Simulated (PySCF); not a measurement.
## Radial density of Hg⁴³⁺ (mercury, charge +43)

r2SCAN0, [Kr] 4d1, 2D determinant. Computed with PySCF 2.14 in an uncontracted even-tempered set (17 s from 4.7 bohr⁻², ratio 2.5; 12 p from 6.1 bohr⁻², ratio 2.5; 9 d from 6.1 bohr⁻², ratio 2.5; 4 f from 25 bohr⁻², ratio 2.7; 3 g from 38 bohr⁻², ratio 2.7), with no relativity, point nucleus.

| r (bohr) | 4πr²ρ (e/bohr) | 4πr²(ρα − ρβ) |
| --- | --- | --- |
| 0.000387 | 0.6527 | 0.0000 |
| 0.000652 | 1.770 | 0.0000 |
| 0.00110 | 4.664 | 0.0000 |
| 0.00184 | 11.71 | 0.0000 |
| 0.00310 | 27.10 | 0.0000 |
| 0.00522 | 54.78 | 0.0000 |
| 0.00877 | 88.67 | 0.0000 |
| 0.0148 | 103.3 | 0.0012 |
| 0.0248 | 95.22 | 0.0176 |
| 0.0417 | 125.8 | 0.1697 |
| 0.0702 | 133.7 | 0.8740 |
| 0.118 | 118.0 | 1.3634 |
| 0.199 | 95.29 | 0.0001 |
| 0.334 | 38.73 | 3.4664 |
| 0.562 | 10.15 | 0.9114 |
| 0.945 | 0.06434 | 0.0076 |

A non-relativistic calculation at this Z misses sizeable relativistic shifts. Spin-orbit coupling, absent here, splits the open shell strongly.
